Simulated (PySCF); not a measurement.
SMILES c1coc(-c2nccs2)c1 (GFN2-xTB optimised geometry):

```
15

C      1.237    -2.734     0.000
C      2.232    -1.801     0.000
O      1.725    -0.562     0.000
C      0.378    -0.683     0.000
C     -0.438     0.488     0.000
N     -1.731     0.488     0.000
C     -2.233     1.738     0.000
C     -1.313     2.740     0.000
S      0.281     2.095     0.000
C      0.026    -2.013     0.000
H      1.354    -3.798     0.000
H      3.300    -1.893     0.000
H     -3.300     1.869     0.000
H     -1.472     3.798     0.000
H     -0.972    -2.397     0.000
```

Method: PySCF 2.14.0 with PBE0/def2-TZVP.

Q: What are the frontier orbital energies and the dipole moment?

A: HOMO-2 -7.98 eV, HOMO-1 -7.95 eV, HOMO -6.11 eV, LUMO -1.47 eV, LUMO+1 0.55 eV; dipole moment 0.77 D.

On the same geometry PBE/def2-TZVP (PySCF) gives HOMO-2 -6.85 eV, HOMO-1 -6.47 eV, HOMO -5.22 eV, LUMO -2.22 eV, LUMO+1 -0.47 eV; dipole moment 0.77 D.

Meta-Löwdin charges at PBE0/def2-TZVP: C1 -0.19, C2 0.04, O3 -0.23, C4 0.15, C5 0.00, N6 -0.26, C7 -0.04, C8 -0.30, S9 0.26, C10 -0.17, H11 0.14, H12 0.15, H13 0.14, H14 0.15, H15 0.15.
